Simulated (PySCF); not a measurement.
# Bi²⁺: excitation energy

Bi²⁺ [Xe] 4f14 5d10 6s2 6p1 (2P) → Bi²⁺ [Xe] 4f14 5d10 6s1 6p1 6d1 (high-spin determinant), as a difference of total energies. All numbers are calculated (PySCF 2.14, scalar relativity through the core potential, in aug-cc-pVQZ-PP with ECP60MDF). Correlated levels: valence: 5s2 5p6 5d10 frozen. The calculations carry no spin-orbit coupling.

```csv
method,excitation energy (eV)
UHF,19.812
LDA,21.587
PBE,21.077
PBE0,20.985
r2SCAN,21.066
CAM-B3LYP,21.422
B3LYP,21.228
wB97M-V,21.169
LC-wPBE,21.296
MP2 (valence),20.374
SCS-MP2 (valence),20.673
```

Question: How much does correlation contribute at MP2 (valence)?

Answer: 20.374 − (19.812) = 0.562 eV, measured against UHF.

The promoted electron is Rydberg-like, and one or two diffuse shells describe it only roughly, which tends to raise the upper state.

The determinant of the upper state mixes LS terms, which raises its energy above the lowest term, most at the Hartree-Fock and MP2 levels.
